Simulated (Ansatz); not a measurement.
GeTe2, relaxed as a singlet with RKS r2SCAN-D4/def2-TZVP in Ansatz, starting from the GFN1-xTB geometry. Force threshold 0.02 eV/Å.

In the def2 sets Te takes a core potential; there is no spin–orbit coupling. Another isomer (singlet) lies 0.25 eV lower at PBE0-D4/def2-TZVP; other spin states weren't run for this one.

Start:

```xyz
3

Ge    0.0000    0.0002   -0.0008
Te    1.0783   -2.0270   -0.4897
Te   -1.0783    2.0268    0.4905
```

```json
{"step": "1", "energy (eV)": "-71112.2363", "largest force component (eV/Å)": "0.305", "SCF passes": "18"}
{"step": "2", "energy (eV)": "-71112.2409", "largest force component (eV/Å)": "0.180", "SCF passes": "22"}
{"step": "3", "energy (eV)": "-71112.2431", "largest force component (eV/Å)": "0.002", "SCF passes": "22"}
```

Force components are those of the run's own axes.

End:

```xyz
3

Ge    0.000    0.000    0.000
Te    1.069   -2.010   -0.486
Te   -1.069    2.010    0.486
```

By distances, no bond broke or formed. The bond that changes most is Ge1–Te2, from 2.35 to 2.33 Å (atoms count from 1).

No frequencies were taken in this run, so the end may be a saddle point.

Hardware: 4 threads of Arm Neoverse V1 on a shared host. Wall time 6.5 s.
